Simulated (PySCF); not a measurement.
Species: C6H11ClOSi.
Cartesian coordinates in Å at the PBE0-D3(BJ)/def2-SVP level; atoms count from 1:
```xyz
20
C6H11ClOSi angstrom
C      3.353   -0.505    0.211
C      2.124   -0.112   -0.572
O      1.039    0.065    0.312
Si    -0.427    0.729   -0.063
Cl    -0.085    2.624   -0.861
C     -1.513   -0.301   -1.205
C     -2.682   -0.608   -0.303
C     -2.701   -0.118    0.947
C     -1.553    0.729    1.433
H      3.613    0.280    0.937
H      4.210   -0.657   -0.461
H      3.175   -1.438    0.767
H      1.877   -0.893   -1.316
H      2.308    0.822   -1.134
H     -1.825    0.242   -2.113
H     -1.010   -1.221   -1.550
H     -3.506   -1.227   -0.674
H     -3.542   -0.328    1.617
H     -1.052    0.290    2.312
H     -1.878    1.741    1.728
```

Probes without a nucleus sit at each ring's centroid and 1 Å off its mean plane on both sides; NICS is minus the shielding there, NICSzz its component along the normal. Level: GIAO PBE/pcSseg-1 (PySCF, non-relativistic, gas phase) on the PBE0-D3(BJ)/def2-SVP geometry, one conformer.

Ring bond lengths (Å): Si4–C6 1.883, C6–C7 1.508, C7–C8 1.343, C8–C9 1.507, C9–Si4 1.873.

Question: Give the NICS values of each ring in ppm.

Answer: 
| ring | type | NICS(0) | NICS(1), two faces | NICS(1)zz, two faces | rms pucker (Å) | centre to ring atoms, mean (Å) |
| --- | --- | --- | --- | --- | --- | --- |
| Si4–C6–C7–C8–C9 | 5-membered ring with Si; formal bonds 1 double, 4 single | -1.6 | -2.6 / -2.6 | -0.9 / -1.0 | 0.01 | 1.37 |

Question: What can be read from them?

Answer: 
- Si4–C6–C7–C8–C9: mean NICS(1)zz -0.9 ppm, near zero. Si4, C6, C9 have four or more neighbours; no verdict on aromaticity is drawn.

Question: What is the mean of the two in-plane components of NICS at the first NICS(1) probe listed for ring Si4–C6–C7–C8–C9, 1 Å off the ring?

Answer: The isotropic value is a third of the trace: (3 × -2.6 − (-0.9))/2 = -3.5 ppm.

Question: How shielded are the nuclei of the rings and their hydrogens (means over atoms taken as equivalent)?

Answer: 
```
   atoms                  environment  σ isotropic (ppm)  principal values of the symmetric part, first atom (ppm)
     Si4       chlorine-bound silicon              294.7                                       258.5, 302.8, 322.9
 C6 (×2)  sp3 carbon bound to silicon              157.4                                       142.0, 160.3, 171.9
 C7 (×2)             alkene CH carbon               42.4                                        -62.4, 53.7, 135.8
H15 (×2)           methylene hydrogen              29.67                                          25.7, 28.5, 35.1
H16 (×2)           methylene hydrogen              29.49                                          25.3, 28.4, 34.8
H17 (×2)             vinylic hydrogen              25.16                                          22.9, 25.9, 26.7
```

Question: How do the values depend on the level or the medium?

Answer: 
```json
{"level": "PBE/pcSseg-1, gas", "NICS(0), Si4–C6–C7–C8–C9": "-1.6", "mean NICS(1)zz, Si4–C6–C7–C8–C9": "-0.9"}
{"level": "PBE0/pcSseg-1, gas", "NICS(0), Si4–C6–C7–C8–C9": "-1.7", "mean NICS(1)zz, Si4–C6–C7–C8–C9": "-1.0"}
```

The geometry is the same throughout.

The run took 38 s wall on one thread of an AMD EPYC 9B45, no GPU, shared host, and the process peaked at 0.95 GiB of memory. This is the whole shielding run at PBE/pcSseg-1, SCF included.
